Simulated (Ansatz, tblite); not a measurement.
Removing and adding an electron: Ge(OEt)2Me2 (C6H16GeO2). Charge 0, multiplicity 1. Geometry: PBE-D4/def2-SVP. Ansatz, gas phase; energy differences of separate SCF runs; the oxidised species was run as a doublet alone; the reduced species was run as a doublet alone.

```xyz
25

Ge    0.1596    1.0014    0.4181
O    -1.5948    0.7122    0.1456
C    -2.0964   -0.6188    0.1398
C    -3.5224   -0.6051   -0.3886
H    -1.4590   -1.2774   -0.4970
H    -2.0809   -1.0549    1.1706
H    -3.9535   -1.6272   -0.3942
H    -4.1645    0.0431    0.2415
H    -3.5468   -0.2070   -1.4228
O     0.9666    0.0012   -0.8562
C     2.1646   -0.7249   -0.6458
C     2.2393   -1.8674   -1.6501
H     3.0556   -0.0589   -0.7707
H     2.2279   -1.1365    0.3922
H     3.1898   -2.4293   -1.5424
H     1.3947   -2.5719   -1.5042
H     2.1784   -1.4740   -2.6852
C     0.7007    0.3872    2.2030
H     1.7724    0.5945    2.3912
H     0.5237   -0.7002    2.3151
H     0.0983    0.9231    2.9625
C     0.4044    2.8977    0.0512
H    -0.2179    3.5013    0.7395
H     0.0941    3.1071   -0.9901
H     1.4662    3.1846    0.1770
```

The xTB rows come from tblite. Correlated methods freeze 17 core orbitals; core or outer-core shells of Ge are correlated, in sets that lack core-valence functions. HOMO above LUMO, or a gap near zero within one spin, warns that the state may not be the lowest or that an electron is smeared out.

**Question.** Estimate orbital energies and vertical ionisation energies and electron affinities at: GFN1-xTB; GFN2-xTB; PBE-D4/def2-TZVP; PBE0-D4/def2-TZVP; B2PLYP/def2-TZVP.

**Answer.** 
| level | −HOMO (eV) | vertical IE (eV) | −LUMO (eV) | vertical EA (eV) | HOMO–LUMO gap (eV) | IE − EA (eV) | remarks |
| --- | --- | --- | --- | --- | --- | --- | --- |
| GFN1-xTB | 11.57 | 13.94 | 4.56 | 2.15 | 7.01 | 11.79 | – |
| GFN2-xTB | 10.69 | 13.05 | 3.64 | 0.95 | 7.05 | 12.10 | – |
| PBE-D4/def2-TZVP | 5.87 | 8.48 | 0.16 | -1.52 | 5.71 | 9.99 | HOMO above zero (-1 doublet), gap within one spin near zero (+1 doublet) |
| PBE0-D4/def2-TZVP | 7.38 | 9.06 | -0.66 | -1.83 | 8.05 | 10.89 | HOMO above zero (-1 doublet) |
| B2PLYP/def2-TZVP | – | 9.50 | – | -1.95 | – | 11.45 | – |

Relaxing the oxidised species (PBE-D4/def2-SVP) changes its energy by -0.26 eV at PBE-D4/def2-TZVP, so the adiabatic ionisation energy to this nearest minimum is 8.21 eV. At PBE0-D4/def2-TZVP it is 8.76 eV.     A HOMO above zero means that the electron is unbound at that level or that self-interaction error raises the level; the energy of removing that electron tells which. Raw xTB energy differences between charge states are shifted by several eV; the methods need an empirical correction for them. Sets without diffuse functions give affinities that are too small. A negative affinity means that the extra electron isn't bound; its size then hangs on the basis.
